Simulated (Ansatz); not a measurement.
The same ligand exchange along the group B, Al, Ga, In.

Isolated molecules relaxed with PBE0-D4/def2-TZVP in Ansatz; ΔE leaves out vibrations. CBS: MP2 limit from def2 TZ/QZ plus the TZ coupled-cluster correction, frozen cores. This one scheme is used for every species. Elements past krypton have def2 core potentials. For Ga, In outer-core shells are correlated without core-valence functions, which leaves a few kJ/mol of doubt a bond. Scalar relativity is left out up to krypton. Each species was taken in one conformer, which may not be the lowest.

Problem. Order these by ΔE at CCSD(T)/CBS, lowest first. (Best estimate.)
A. `C=[CH][In]([Cl])[Cl]` + CH₃NH₂ → `C[NH][In]([Cl])[Cl]` + `C=C`
B. `C=[CH][Al]([Cl])[Cl]` + CH₃NH₂ → `C[NH][Al]([Cl])[Cl]` + `C=C`
C. `C=[CH][Ga]([Cl])[Cl]` + CH₃NH₂ → `C[NH][Ga]([Cl])[Cl]` + `C=C`
D. `C=CB(Cl)Cl` + CH₃NH₂ → `CNB(Cl)Cl` + `C=C`

Solution. D (-26.0 kcal/mol), B (-19.4 kcal/mol), C (-9.1 kcal/mol), A (-3.5 kcal/mol).

Largest T1 diagnostic: 0.013, for `C[NH][In]([Cl])[Cl]`.
